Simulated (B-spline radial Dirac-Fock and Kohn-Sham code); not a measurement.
K-line shifts caused by a second vacancy in Pt⁶⁴⁺

System: the Pt⁶⁴⁺ ion, [Ne] 3s2 3p2.

Input of the calculation (task.json; shells as n, l, electrons):

```json
{"items": [{
  "Z": 78,
  "q": 64,
  "cfg": [[1, 0, 2], [2, 0, 2], [2, 1, 6], [3, 0, 2], [3, 1, 2]],
  "A": 195,
  "rrms": 5.427,
  "do": ["binding", "quiet", "double"]
}]}
```

Launch: `python xray_run.py task.json out`

Calculated with a radial finite-basis atomic code, using Dirac-Fock energy differences between relaxed states, corrected for Breit and QED terms. Each two-hole energy is an average over J within one jj subconfiguration, not an observable level; in light atoms, where LS coupling holds, the j-resolved values are not observed lines, and for a K spectator the Kα1 hypersatellite is nearly forbidden. No correlation.

Lines without a spectator: Kα2 (K-L2) 65343.5 eV, Kα1 (K-L3) 67100.1 eV. Shifts in eV with one spectator hole (a dash: not computed, or left out as unreliable):

| spectator hole | Kα2 | Kα1 |
| --- | --- | --- |
| K (1s) | +1069.1 | +1161.9 |
| L2 (2p1/2) | +146.8 | +200.7 |
| L3 (2p3/2) | +107.9 | +121.2 |
